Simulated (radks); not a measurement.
Q: Re, configuration [Xe] 4f12 5d5 6s2 6p2 (not the ground configuration). Calculated with a radial shooting solver on a logarithmic mesh with Libxc functionals: scalar-relativistic Kohn-Sham, PBEsol, spin-polarised, spherical densities, finite nucleus; open shells are filled with parallel spins first (spin-orbit coupling, left out, can overturn this in heavy ions); Fermi nuclear charge, rms radius 5.3698 fm. Some entries of the table are withheld. Estimate them.

orbital  occ.  eigenvalue (hartree)  <r> (bohr)  <r^2> (bohr^2)
1s up       1             -2632.717     0.01804       0.0004483
1s down     1             -2632.716     0.01804       0.0004483
2s up       1             -457.4930     0.07625        0.006882
2s down     1             -457.4777     0.07625        0.006882
2p up       3             -399.5446     0.06836        0.005711
2p down     3             -399.5320     0.06836        0.005711
3s up       1             -106.9494      0.1976         0.04462
3s down     1             -106.8936      0.1975         0.04460
3p up       3             -89.85611      0.1980         0.04544
3p down     3             -89.79930      0.1979         0.04541
3d up       5             -70.42589      0.1793         0.03768
3d down     5             -70.37716      0.1793         0.03765
4s up       1             -23.25043      0.4390          0.2175
4s down     1             -23.14909      0.4391          0.2176
4p up       3             -17.60968      0.4660          0.2468
4p down     3             -17.51177      0.4661          0.2469
4d up       5             -10.53008      0.4947          0.2829
4d down     5             -10.43228      0.4948          0.2830
5s up       1              -3.80202       1.005           1.131
5s down     1              -3.67215       1.001           1.123
4f up       7              -2.65406      0.5515          0.3712
4f down     5              -2.54947      0.5507          0.3696
5p up       3              -2.30805       1.151           1.495
5p down     3              -2.16523       1.147           1.486
5d up       5              -0.58121       1.585           2.928
5d down     0              -0.43378       1.617           3.078
6s up       1                   (1)       2.636           7.854
6s down     1                   (2)       2.764           8.680
6p up       2                   (3)       3.565           14.60
6p down     0                   (4)       3.951           18.20

A: 
(1) 6s up eigenvalue (hartree): -0.39355
(2) 6s down eigenvalue (hartree): -0.29476
(3) 6p up eigenvalue (hartree): -0.14491
(4) 6p down eigenvalue (hartree): -0.07742
